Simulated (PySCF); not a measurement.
Calculated NMR parameters of C=C[Si]1(C(C)(C)C)[SiH2][SiH2][SiH2]1

| Item | Value |
| --- | --- |
| Formula | C6H18Si4 |
| SMILES | C=C[Si]1(C(C)(C)C)[SiH2][SiH2][SiH2]1 |
| Point group of the computed structure | C1 |
| Degrees of unsaturation | 2 |
| Carbon signals | 4 |
| Proton signals | 8 |

Atom-mapped SMILES (the numbers label the heavy atoms): `[CH2:1]=[CH:2][Si:3]1([C:4]([CH3:5])([CH3:6])[CH3:7])[SiH2:8][SiH2:9][SiH2:10]1`. Hydrogens are named by the atom that carries them. Ha(C1) is cis to Si3; Hb(C1) is trans to Si3.

Theoretical values (PySCF 2.14): PBE/pcSseg-1 with gauge-including orbitals, geometry from PBE0-D3(BJ)/def2-SVP. One averaged value for each set of equivalent atoms, no relativistic terms, gas phase, a single conformation.

Referencing at the same level of theory: $^{1}$H (σref 31.20), $^{13}$C (σref 180.03), $^{29}$Si (σref 334.61) vs TMS.

```tsv
carbon	δC, type	δH (multiplicity)	HMBC from (2–3 bonds)	span of the C tensor (ppm)
C1	143.2, CH2	Hb(C1) 6.43 (m); Ha(C1) 6.13 (m)	H(C2)	235
C2	142.1, CH	6.54 (m)	Hb(C1), Ha(C1), Hb(Si8)/Ha(Si10), Ha(Si8)/Hb(Si10)	244
C4	24.4, C	–	H(C2), Hb(Si8)/Ha(Si10), Ha(Si8)/Hb(Si10), H(C5)/H(C6)/H(C7)	5
C5/C6/C7	30.4, CH3	1.12 (s)	H(C5)/H(C6)/H(C7)	45
```

Other nuclei:
| atoms | nucleus | environment | δ (ppm) | σ (ppm) |
| --- | --- | --- | --- | --- |
| Hb(Si8)/Ha(Si10) | $^{1}$H | hydrogen on a silicon bonded to 2 Si, in a 4-membered ring | 4.21 | 26.99 |
| Ha(Si9) | $^{1}$H | hydrogen on a silicon bonded to 2 Si, in a 4-membered ring | 4.12 | 27.08 |
| Ha(Si8)/Hb(Si10) | $^{1}$H | hydrogen on a silicon bonded to 2 Si, in a 4-membered ring | 4.08 | 27.12 |
| Hb(Si9) | $^{1}$H | hydrogen on a silicon bonded to 2 Si, in a 4-membered ring | 3.98 | 27.21 |
| Si3 | $^{29}$Si | silicon bonded to 2 C, 2 Si, in a 4-membered ring | 11.9 | 322.7 |
| Si8/Si10 | $^{29}$Si | silicon bonded to 2 Si, 2 H, in a 4-membered ring | -100.1 | 434.7 |
| Si9 | $^{29}$Si | silicon bonded to 2 Si, 2 H, in a 4-membered ring | -106.0 | 440.7 |

- Carbon types of the structure: 1 × C, 1 × CH, 1 × CH2, 3 × CH3, leaving 6 H on heteroatoms.
- δC 143.2: terminal =CH2 carbon; an sp2 carbon of a C=C bond.
- δC 142.1: alkene CH; the olefinic region.
- δC 30.4: methyl carbon; a saturated carbon with 1 carbon neighbour and no heteroatom attached.
- δH 6.54: hydrogen on an alkene CH; a vinylic proton, deshielded by the sp2 carbon and the C=C anisotropy.
- δH 6.43, 6.13: hydrogen on a terminal =CH2 carbon; attached to an sp2 carbon and in the plane of the double bond.

Shifts are as computed. Against solution values, carbons near 30 ppm lie about +2 ppm off and those near 130 ppm about +2 ppm. Of 1309 compounds with measured shifts, 239 miss one by over three times the rms of a fit or turn the order of signals round; such compounds aren't used in these exercises. Multiplicities follow the n + 1 count of equivalent neighbours, as no J values were calculated; m marks all less simple cases, F and P coupling included.
